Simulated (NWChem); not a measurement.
Molecule: CH3AlCl2O; SMILES C[O][Al]([Cl])[Cl]

```xyz
8

Al     0.1451     0.0500    -0.0018
Cl     1.6372     1.4990     0.0302
Cl    -1.8617     0.6243    -0.0640
O      0.5900    -1.5628     0.0237
C      0.0588    -2.8484     0.0074
H      0.4086    -3.3967    -0.8840
H      0.3921    -3.4113     0.8958
H     -1.0460    -2.8528    -0.0029
```
Atoms are numbered in this order, from 1.

Level: PBE0/def2-SVP (NWChem), optimised geometry, unscaled harmonic frequencies. 

Question: List the harmonic frequencies with IR intensities, and the thermochemistry.

Answer: 
| frequency (cm⁻¹) | IR intensity (km/mol) |
|---|---|
| 70 | 4.1 |
| 74 | 0.1 |
| 95 | 1.3 |
| 149 | 7.6 |
| 234 | 62.2 |
| 236 | 22.0 |
| 422 | 10.1 |
| 636 | 194.0 |
| 779 | 81.4 |
| 1186 | 16.8 |
| 1190 | 0.2 |
| 1283 | 389.3 |
| 1475 | 2.4 |
| 1478 | 2.4 |
| 1483 | 13.3 |
| 3020 | 84.2 |
| 3106 | 33.9 |
| 3116 | 28.8 |

```json
{
 "zero_point_energy": "28.6 kcal/mol",
 "thermal correction to the enthalpy at 298.15 K (with zero-point energy)": "33.9 kcal/mol",
 "heat capacity Cv": "21.2 cal/(mol K)",
 "entropy at 298.15 K and 1 atm (symmetry number 1)": "88.8 cal/(mol K)",
 "dipole_moment": "1.90 D"
}
```

Rigid rotor and harmonic oscillator; modes under 100 cm⁻¹ make the entropy uncertain.
